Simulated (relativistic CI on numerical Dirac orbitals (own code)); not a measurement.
## Ho⁺: resonant inelastic scattering at the N4,5 edge

Computed with this model: Dirac-Coulomb-Breit CI, separate exchange-only KLI orbitals for each configuration, a model potential for QED, valence Slater integrals scaled by 0.8, Kramers-Heisenberg scattering through one core-hole configuration in a parametric crystal field; configurations [Xe] 4f12 → [Kr] 4d9 4f13 5s2 5p6; 10 K; core-hole width 0.3 eV; summed over polarisations. Incident energies are the highest absorption maxima for each field (at most a few, so the weaker spin-orbit partner edge can be absent), on the computed scale of the free ion. Intensities are in per cent of the strongest line above 0.02 eV; levels within 1 cm⁻¹ are merged; final levels count from the ground level, the first row holds all elastic scattering, lines under 0.4 are left out and each table stops after 24 rows. The scale of the Slater integrals is a model choice and moves the terms in proportion. The configuration is assumed, with all valence electrons in the open shell; the free ion's ground configuration is another.

Field parameters in Wybourne normalisation; cubic f-shell fields have B⁴₄ = √(5/14) B⁴₀ and B⁶₄ = −√(7/2) B⁶₀. The field is a parameter set, without covalency.

S is read from ⟨S²⟩ = S(S + 1).

Oh, B40 = -280, B60 = 20 cm⁻¹:

```tsv
Final level (eV)	Degeneracy	Irrep	S	160 eV	167.3 eV
0.000	2	E	0.99	110.6	1353.6
0.000	3	T2	0.99	1.8	539.8
0.001	1	A2	0.99	12.1	221.1
0.007	3	T2	0.99	22.5	223.6
0.008	3	T1	0.99	12.4	123.3
0.010	1	A1	0.99	2.6	13.1
0.531	1	A1	0.74	0.0	19.1
0.535	3	T1	0.74	0.0	42.9
0.537	2	E	0.74	0.0	24.2
0.720	3	T1	1.00	2.3	100.0
0.721	3	T2	1.00	1.9	84.2
0.726	2	E	1.00	0.3	17.3
0.727	3	T1	1.00	0.3	15.4
1.129	6		0.93	0.0	64.8
1.845	1	A1	0.57	0.0	0.7
1.850	3	T1	0.57	0.0	1.4
1.853	2	E	0.57	0.0	0.7
3.297	1	A1	0.02	0.0	0.6
3.298	3	T1	0.01	0.1	5.5
3.300	3	T2	0.02	0.2	9.8
3.309	1	A2	0.01	0.1	13.2
3.311	3	T2	0.01	0.5	47.7
3.312	2	E	0.01	0.3	34.0
```

Oh, B40 = 500, B60 = 50 cm⁻¹:

```
Final level (eV)  Degeneracy  Irrep     S  160 eV  167.3 eV
           0.000           1     A1  0.99    69.3     856.1
           0.003           3     T1  0.99     3.2    1134.1
           0.006           3     T2  0.99    90.0     587.8
           0.012           1     A2  0.99     2.1      12.0
           0.018           3     T2  0.99     3.0      16.6
           0.019           2      E  0.99     6.9      49.5
           0.533           3     T2  0.74     0.1      62.8
           0.546           2      E  0.74     0.0      27.1
           0.548           3     T1  0.74     0.0       2.2
           0.722           3     T1  1.00     2.8     100.0
           0.724           2      E  1.00     1.6      94.6
           0.732           3     T2  1.00     0.7      40.2
           0.736           3     T1  1.00     0.1       3.0
           1.131           3     T2  0.94     0.0      51.0
           1.134           2      E  0.93     0.0      18.9
           1.138           3     T1  0.93     0.0       1.6
           1.374           6  T1+T2  1.00     0.0       0.6
           1.846           3     T2  0.57     0.0       2.4
           1.863           2      E  0.57     0.0       0.6
           3.297           2      E  0.02     0.1       2.2
           3.299           3     T2  0.02     0.0       1.0
           3.304           1     A2  0.01     0.0       0.5
           3.317           3     T2  0.01     0.7      26.2
           3.321           3     T1  0.01     0.1      57.8
```

C2v, B20 = -150, B22 = -10, B40 = 60, B42 = -90, B44 = -70, B60 = 50, B62 = -20, B64 = -90, B66 = -20 cm⁻¹:

```csv
Final level (eV),Degeneracy,S,160 eV,167.3 eV
0.000,2,0.99,70.2,1211.3
0.002,1,0.99,9.2,118.5
0.003,1,0.99,10.0,120.9
0.005,2,0.99,5.9,44.9
0.006,1,0.99,1.5,16.1
0.007,2,0.99,2.7,28.9
0.011,1,0.99,0.3,2.1
0.012,1,0.99,0.6,3.7
0.012,1,0.99,0.4,2.8
0.013,1,0.99,0.1,1.9
0.537,1,0.74,0.0,11.9
0.537,1,0.74,0.0,1.2
0.538,1,0.74,0.0,1.5
0.538,2,0.74,0.0,16.5
0.539,1,0.74,0.0,0.6
0.541,1,0.74,0.0,0.5
0.541,1,0.74,0.0,11.4
0.544,1,0.74,0.0,10.9
0.720,2,1.00,2.3,100.0
0.723,2,1.00,0.5,25.8
0.725,2,1.00,0.1,4.6
0.726,1,1.00,0.0,1.2
0.729,1,1.00,0.0,0.6
0.729,1,1.00,0.0,0.8
```

For the first field the strongest loss at the lowest incident energy is the level at 0.72 eV (S = 1.00, against 0.99 in the thermal ground state). Levels of other spin, the first over 8 % at 3.30 eV, appear because spin-orbit coupling of the core hole, and in heavier ions of the valence shell too, mixes spins.
